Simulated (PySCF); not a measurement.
A survey of 19F NMR shifts

[PySCF 2.14: GIAO PBE0/pcSseg-1 shieldings; GFN2-xTB geometry; equivalent nuclei averaged; relativity neglected; in vacuum; one computed conformer]

Shieldings were converted by a linear fit to measured shifts: 19F: δ = 146.13 − 0.903σ +14.6 on sp3 carbon (rms 6.0 ppm, 223 shifts, 7.0 ppm with the 5 outliers that the fit left out vs CFCl3, solution or neat liquid). Occasional misses reach two or three times the rms, and more in compound classes unlike the fitted ones.

Q: Give the 19F shifts of `FC[C@@H]1CO[C@@H]1C(F)F`, `CO[C@H](C)C(F)=C(F)F`, `C[Si](C)(C)CP=C=CF`, `FC(F)O[C@H]1C[C@@H](F)C1`, `FCC(F)(F)F`, `C[C@]1(C(F)(F)F)CCO1`.

A: 
```tsv
compound	environment	δ (ppm)
[F:1][CH2:2][C@@H:3]1[CH2:4][O:5][C@@H:6]1[CH:7]([F:8])[F:9]	F9: fluorine of a CF2 group	-127.6
[F:1][CH2:2][C@@H:3]1[CH2:4][O:5][C@@H:6]1[CH:7]([F:8])[F:9]	F8: fluorine of a CF2 group	-130.2
[F:1][CH2:2][C@@H:3]1[CH2:4][O:5][C@@H:6]1[CH:7]([F:8])[F:9]	F1: fluorine on an sp3 carbon	-218.0
[CH3:1][O:2][C@H:3]([CH3:4])[C:5]([F:6])=[C:7]([F:8])[F:9]	F9: vinylic fluorine	-102.5
[CH3:1][O:2][C@H:3]([CH3:4])[C:5]([F:6])=[C:7]([F:8])[F:9]	F8: vinylic fluorine	-120.3
[CH3:1][O:2][C@H:3]([CH3:4])[C:5]([F:6])=[C:7]([F:8])[F:9]	F6: vinylic fluorine	-194.8
C[Si](C)(C)CP=C=CF	vinylic fluorine	-141.3
[F:1][CH:2]([F:3])[O:4][C@H:5]1[CH2:6][C@@H:7]([F:8])[CH2:9]1	F1/3: fluorine of a CF2 group (×2)	-79.6
[F:1][CH:2]([F:3])[O:4][C@H:5]1[CH2:6][C@@H:7]([F:8])[CH2:9]1	F8: fluorine on an sp3 carbon	-164.0
[F:1][CH2:2][C:3]([F:4])([F:5])[F:6]	F4/5/6: fluorine of a CF3 group (×3)	-77.7
[F:1][CH2:2][C:3]([F:4])([F:5])[F:6]	F1: fluorine on an sp3 carbon	-237.0
C[C@]1(C(F)(F)F)CCO1	fluorine of a CF3 group (×3)	-85.4
```
